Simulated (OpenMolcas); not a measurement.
N2+, P2+, As2+, Bi2+: ns2 np down the group

| Item | Value |
| --- | --- |
| Program | OpenMolcas 26.06 |
| Method | CASSCF |
| Basis | ANO-R2 |
| Scalar Hamiltonian | X2C, finite nucleus |
| Spin-orbit coupling | RASSI with atomic mean-field integrals over the reference wave functions, term energies averaged over their components |

Active space for each ion: 3 electrons in 8 orbitals (s p s p).

Computed levels in cm-1 above 2P* 1/2:

```csv
Level,N2+,P2+,As2+,Bi2+
2P* 3/2,168,489,2470,18276
weight of 2P* in the lowest level (%),100,100,100,100
```

Measured, with the error of the calculation in %. Measured levels: N2+ from Moore, Selected Tables of Atomic Spectra, NSRDS-NBS 3, section 5; P2+ from Martin, Zalubas and Musgrove, J. Phys. Chem. Ref. Data 14, 751 (1985); As2+ from Moore, Atomic Energy Levels, vol. II, NSRDS-NBS 35 (1971 reprint of NBS Circular 467, 1952); Bi2+ from Moore, Atomic Energy Levels, vol. III, NSRDS-NBS 35 (1971 reprint of NBS Circular 467, 1958).

| Level | N2+ | P2+ | As2+ | Bi2+ |
| --- | --- | --- | --- | --- |
| 2P* 3/2 | 174 (-3.9) | 559 (-12.6) | 2940 (-16.0) | 20788 (-12.1) |

The fine-structure level 2P* 3/2 changes by a factor of 109 from N2+ to Bi2+.

Active for correlation alone: 3p 3s; no level in the range computed is led by a configuration that fills them, so any true level of that kind is missing (holds for N2+). The run also gave levels led by 3s2 4p, which use shells meant for correlation; these and all levels above them are left out (holds for P2+). Active for correlation alone: 5p 5s; no level in the range computed is led by a configuration that fills them, so any true level of that kind is missing (holds for As2+). The run also gave levels led by 6s 6p 7s, 6s2 7p, 6s2 7s, which use shells meant for correlation; these and all levels above them are left out (holds for Bi2+). Measured partners are found by configuration, term and J. A level has none where our copy of the source lacks it or the pairing is in doubt (some pairs that miss far off the trend of their configuration count as doubtful), and it then counts in no deviation. Only configurations of the active space appear.

* marks odd parity.
